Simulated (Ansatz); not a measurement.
CH3B2I (`IB1BC1`). Charge 0, multiplicity 1. I takes the def2 core potential.

```xyz
7

I    -0.344    0.645   -2.900
B     0.073    0.281   -0.883
B     0.863    0.282    0.440
C    -0.596   -0.349    0.249
H     1.619    0.384    1.349
H    -1.532   -0.852    0.473
H    -0.082   -0.392    1.272
```

Q: What are the harmonic wavenumbers in cm⁻¹ at PBE0-D4/def2-TZVP (Ansatz, finite differences of forces, unscaled)? (Estimate.)

A: Computed: 173, 209, 373, 442, 620, 729, 801, 880, 920, 1103, 1408, 1663, 2697, 2725, 3179.

Q: Is this a minimum?

A: Yes, all 15 modes are real.

Q: Give the ideal-gas thermochemistry at 298.15 K and 1 bar (rigid rotor, harmonic oscillator; point group Cs, symmetry number 1).

A: Zero-point energy 107.2 kJ/mol; H(298) − E = 123.0 kJ/mol; entropy 312.3 J/(mol·K), of which translation 172.4, rotation 108.1, vibration 31.8; G(298) − E = 29.9 kJ/mol.

Q: And at 400, 500, 600, 800 and 1000 K?

A: 
```json
{"T (K)": "400", "H − E (kJ/mol)": "131.5", "S (J/mol/K)": "336.8", "G − E (kJ/mol)": "-3.2"}
{"T (K)": "500", "H − E (kJ/mol)": "141.0", "S (J/mol/K)": "358.1", "G − E (kJ/mol)": "-38.0"}
{"T (K)": "600", "H − E (kJ/mol)": "151.5", "S (J/mol/K)": "377.1", "G − E (kJ/mol)": "-74.8"}
{"T (K)": "800", "H − E (kJ/mol)": "174.3", "S (J/mol/K)": "409.9", "G − E (kJ/mol)": "-153.6"}
{"T (K)": "1000", "H − E (kJ/mol)": "199.2", "S (J/mol/K)": "437.6", "G − E (kJ/mol)": "-238.4"}
```
